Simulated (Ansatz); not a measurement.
Z-matrix (Å, degrees):
```
C
B 1 1.558
S 1 1.616 2 122.4
H 1 1.094 2 119.6 3 -179.5
S 2 1.776 1 116.8 3 177.4
H 2 1.189 1 121.8 3 -2.3
H 5 1.343 2 98.4 1 -179.7
```

Charge 0, multiplicity 1.

List the ωB97M-V/def2-TZVPP orbital energies in eV (the Gaussian-basis code of Ansatz). (An estimate is asked.)

Computed: Occupied: -2427.44, -2427.01, -282.95, -221.45, -220.95, -188.68, -164.55, -164.44, -164.43, -164.10, -164.01, -163.82, -25.12, -23.99, -19.46, -16.60, -14.98, -13.85, -12.79, -11.90, -11.63, -10.50, -8.79. Lowest empty: -1.27, 1.91, 1.96, 2.85, 3.21, 3.63, 4.49, 5.00.
